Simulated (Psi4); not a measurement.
IIn (SMILES [In][I]), singlet, geometry from GFN2-xTB (such geometries of metal compounds can be far from the true shape) (core potentials on I, In); BHHLYP/def2-TZVP run with Psi4.

The Psi4 input:
```
memory 2 GB

molecule mol {
0 1
In   -0.000000   -0.000000   -1.449296
I     0.000000    0.000000    1.339916
}

set {
  basis def2-tzvp
  reference rks
  scf_type pk
  puream true
  d_convergence 1e-8
  dft_radial_points 99
  dft_spherical_points 590
}

energy('bhhlyp')
print_variables()
```

The log (banner, timings and long lists left out):

```
   => Loading Basis Set <=

    Name: DEF2-TZVP
    Role: ORBITAL
    Keyword: BASIS

    !!!  WARNING: ECP capability is in beta. Please check occupations closely.  !!!

         ---------------------------------------------------------
                                   SCF
               by Justin Turney, Rob Parrish, Andy Simmonett
                          and Daniel G. A. Smith
                              RKS Reference
         ---------------------------------------------------------

  ==> Geometry <==

    Molecular point group: c2v
    Full point group: C_inf_v

    Geometry (in Angstrom), charge = 0, multiplicity = 1:

       Center              X                  Y                   Z               Mass
    ------------   -----------------  -----------------  -----------------  -----------------
         IN           0.000000000000     0.000000000000    -1.463818246506   114.903878776000
         I            0.000000000000     0.000000000000     1.325393753494   126.904471900000

  Running in c2v symmetry.

  Rotational constants: A = ************  B =      0.03593  C =      0.03593 [cm^-1]
  Rotational constants: A = ************  B =   1077.24337  C =   1077.24337 [MHz]
  Nuclear repulsion =   99.604488867016926

  Charge       = 0
  Multiplicity = 1
  Electrons    = 46
  Nalpha       = 23
  Nbeta        = 23

  ==> Algorithm <==

  SCF Algorithm Type is PK.
  DIIS enabled.
  MOM disabled.
  Fractional occupation disabled.
  Guess Type is SAD.
  Energy threshold   = 1.00e-06
  Density threshold  = 1.00e-08
  Integral threshold = 1.00e-12

  ==> Primary Basis <==

  Basis Set: DEF2-TZVP
    Blend: DEF2-TZVP
    Number of shells: 32
    Number of basis functions: 100
    Number of Cartesian functions: 118
    Spherical Harmonics?: true
    Max angular momentum: 3

  Core potential: DEF2-TZVP
    Number of shells: 8
    Number of ECP primitives: 47
    Number of ECP core electrons: 56
    Max angular momentum: 3

  ==> DFT Potential <==

   => LibXC <=

    Version 7.1.2
    S. Lehtola, C. Steigemann, M. J. T. Oliveira, and M. A. L. Marques,  SoftwareX 7, 1–5 (2018) (10.1016/j.softx.2017.11.002)

   => Composite Functional: BHANDHLYP <=

    BHandHLYP Hyb-GGA Exchange-Correlation Functional

    A. D. Becke,  J. Chem. Phys. 98, 1372 (1993) (10.1063/1.464304)
    Defined through Gaussian implementation.

    Deriv               =              1
    GGA                 =           TRUE
    Meta                =          FALSE

[...]
   @RKS iter   8:  -487.80497680908951   -6.21830e-07   2.40572e-06 DIIS
   @RKS iter   9:  -487.80497683432833   -2.52388e-08   9.29637e-07 DIIS
   @RKS iter  10:  -487.80497683632046   -1.99213e-09   1.69847e-07 DIIS
   @RKS iter  11:  -487.80497683645331   -1.32843e-10   2.87887e-08 DIIS
   @RKS iter  12:  -487.80497683645513   -1.81899e-12   3.16884e-09 DIIS
  Energy and wave function converged.

  ==> Post-Iterations <==

   Electrons on quadrature grid:
      Ntotal   =   45.9999998591 ; deviation = -1.409e-07

    Orbital Energies [Eh]
    ---------------------

    Doubly Occupied:

[...]
    Virtual:

[...]
    Final Occupation by Irrep:
             A1    A2    B1    B2
    DOCC [    11,    2,    5,    5 ]
    NA   [    11,    2,    5,    5 ]
    NB   [    11,    2,    5,    5 ]

  @RKS Final Energy:  -487.80497683645513

   => Energetics <=

    Nuclear Repulsion Energy =             99.6044888670169257
    One-Electron Energy =               -1052.6542215943916290
    Two-Electron Energy =                 485.6011346017506298
    DFT Exchange-Correlation Energy =     -20.3563787108310414
    Empirical Dispersion Energy =           0.0000000000000000
    VV10 Nonlocal Energy =                  0.0000000000000000
    Total Energy =                       -487.8049768364551255

Computation Completed

Properties will be evaluated at   0.000000,   0.000000,   0.000000 [a0]

Properties computed using the SCF density matrix

 Multipole Moments:

 ------------------------------------------------------------------------------------
     Multipole            Electronic (a.u.)      Nuclear  (a.u.)        Total (a.u.)
 ------------------------------------------------------------------------------------

 L = 1.  Multiply by 2.5417464519 to convert [e a0] to [Debye]
 Dipole X            :          0.0000000            0.0000000            0.0000000
 Dipole Y            :          0.0000000            0.0000000            0.0000000
 Dipole Z            :         -6.0433105            4.5252528           -1.5180576
 Magnitude           :                                                    1.5180576

 ------------------------------------------------------------------------------------

  Variable Map:
  ----------------------------------------------------------------------------
[...]
  Array Variable Map:
  ----------------------------------------------------------------------------
[...]
[...]
```
